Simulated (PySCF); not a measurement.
**Relaxation of singlet SeO₃**

These are results of PySCF, PBE0, basis Se def2-TZVP, O def2-TZVP (no relativity, density fitting), not measurements. A (50,194) grid was used.

A hand-made T-shaped start, of C2v symmetry, held to at least that symmetry:

Coordinates in bohr (charge 0 multiplicity 1):
```
Se    0.0000    0.0000   -0.4146
O     0.0000    0.0000    2.6845
O     3.0973    0.0000   -0.3065
O    -3.0973    0.0000   -0.3065
```

Optimiser trace:
```json
{"step": "0", "E − E(last) (kJ/mol)": "395.18", "largest gradient (Eh/bohr)": "0.16738"}
{"step": "1", "E − E(last) (kJ/mol)": "185.17", "largest gradient (Eh/bohr)": "0.05609"}
{"step": "2", "E − E(last) (kJ/mol)": "69.94", "largest gradient (Eh/bohr)": "0.06324"}
{"step": "3", "E − E(last) (kJ/mol)": "7.86", "largest gradient (Eh/bohr)": "0.02581"}
{"step": "4", "E − E(last) (kJ/mol)": "0.54", "largest gradient (Eh/bohr)": "0.01224"}
{"step": "5", "E − E(last) (kJ/mol)": "0.02", "largest gradient (Eh/bohr)": "0.00260"}
{"step": "6", "E − E(last) (kJ/mol)": "0.00", "largest gradient (Eh/bohr)": "0.00014"}
{"step": "7", "E − E(last) (kJ/mol)": "0.00", "largest gradient (Eh/bohr)": "0.00010"}
```

It ends at D3h with Se–O 1.588 Å (×3); O–Se–O 120.0° (×3) (after a last refinement on a finer grid). A frequency run shows a minimum. Other isomers or separated fragments may lie lower.

Final geometry:
Z-matrix (Å, degrees; charge 0 multiplicity 1):
```
Se
O  1 1.5878
O  1 1.5878 2 120.00
O  1 1.5878 2 120.00 3 180.00
```
